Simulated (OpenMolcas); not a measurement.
Au3+ among 4 point charges of -1.3 e arranged as a square (D4h), 2.1 Å from the ion.
```
   2.1000    0.0000    0.0000  -1.30
   0.0000    2.1000    0.0000  -1.30
  -2.1000    0.0000    0.0000  -1.30
   0.0000   -2.1000    0.0000  -1.30
```

```json
{
  "Program": "OpenMolcas 26.06",
  "Method": "SS-CASPT2, IPEA 0.25 Eh, imaginary shift 0.1 Eh (closed shells correlated: 5s 5p)",
  "Basis": "ANO-RCC-VDZP [7s6p4d2f]",
  "Scalar Hamiltonian": "DKH2, point nucleus",
  "Active space": "8 electrons in 5 orbitals (5d)",
  "State averaging": "2S+1 = 3 even, 10 roots; 2S+1 = 1 even, 15 roots",
  "Spin-orbit coupling": "state interaction with AMFI integrals over the reference wave functions"
}
```

**Question.** What is the spin-free ground state (labels of D4, the rotations of D4h)?

**Answer.** 3A2, 1-fold in its orbital part, 58 % from free-ion F terms; it has the highest spin that d8 allows.

**Question.** Where is the first state of the same spin?

**Answer.** 3E at 363 cm-1 above the ground state. The two act as a nearly degenerate pair, with unquenched orbital momentum.

**Question.** What are the lowest two levels with spin-orbit coupling?

**Answer.** A 1-fold level A1, then a 1-fold level A2 270 cm-1 above it. Their leading multiplicities are 3 (91 %) and 3 (91 %).

**Question.** What is χT at 300 K, and how does it compare with the textbook value?

**Answer.** The lowest level has 2S+1 = 3, for which the spin-only value is χT = S(S+1) / 2 = 1.000 cm3 K/mol (g = 2). The computed 2.625 at 300 K differs by +1.625, through orbital momentum, spin-orbit coupling and any other state in reach.

This shell can be high or low spin here, a state of another spin lies low, and with metal d orbitals alone active their balance is uncertain, so the ground spin may be wrong. Point charges give a weaker field than real ligands, and real ions of this kind are as a rule low spin; the high spin found here belongs to the model. Free-ion shares, where given, are those of the reference states; single-state CASPT2 does not remix them. This is an electrostatic model: the charges have no orbitals. No measured value stands beside these numbers.
